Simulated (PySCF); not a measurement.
C3H11Si3 (SMILES C1[SiH]C[SiH2]C[SiH2]1), doublet, geometry from GFN2-xTB. Base run: PySCF with DF-HF/6-31G.

PySCF was given this input:
```python
from pyscf import gto, scf

mol = gto.Mole()
mol.atom = '''
    C     1.596900   -0.403896   -0.874543
    Si    0.381688   -1.793286   -0.413177
    C    -1.407404   -1.146052   -0.428751
    Si   -1.663248    0.391683    0.664884
    C    -0.400697    1.714825    0.154446
    Si    1.411699    1.151290    0.208610
    H     1.458090   -0.123865   -1.919272
    H     2.617035   -0.776934   -0.795975
    H     0.720374   -2.380030    0.892503
    H    -1.703895   -0.904973   -1.450083
    H    -2.079400   -1.937098   -0.099097
    H    -1.466148    0.028475    2.075205
    H    -3.030956    0.910026    0.497754
    H    -0.635133    2.058458   -0.853395
    H    -0.519080    2.582658    0.801407
    H     1.796961    0.834563    1.591010
    H     2.287416    2.223828   -0.291410
'''
mol.basis = '6-31g'
mol.charge = 0
mol.spin = 1
mol.verbose = 4
mol.build()

mf = scf.UHF(mol)
mf = mf.density_fit(auxbasis='def2-universal-jkfit')
mf.kernel()
```

Variants of this job, named by their change:

```
change               basis functions      E (Eh)  HOMO (eV)  dipole (D)  core-seconds (rough)
-------------------  ---------------  ----------  ---------  ----------  --------------------
base                              88  -986.58666      -7.85        0.95                     3
basis = pcseg-0                   88  -985.31367      -8.08        0.79                     2
basis = def2-SV(P)               118  -986.42402      -8.10        0.95                     5
basis = 6-31G*                   118  -986.75455      -7.95        0.99                     4
basis = 6-31+G*                  142  -986.75895      -8.03        1.01                     4
basis = def2-SVP                 151  -986.45327      -8.08        0.97                     6
basis = cc-pVDZ                  151  -986.80670      -8.01        1.01                     7
basis = pc-1                     151  -986.74856      -8.07        0.90                     5
basis = 6-31G**                  151  -986.77384      -7.95        0.97                     5
basis = cc-pV(D+d)Z              166  -986.83037      -8.04        1.01                     6
basis = 6-311G**                 198  -986.85747      -8.04        0.97                     8
basis = 6-311++G**               233  -986.85935      -8.04        0.94                    10
basis = aug-pcseg-1              249  -986.72075      -8.06        0.99                    20
```

Totals compare only among sets that treat the same electrons; sets with core potentials leave the core out.

Open shells are given as the SCF converged; they aren't shown to be the lowest states, and a large step between rows can be another state.
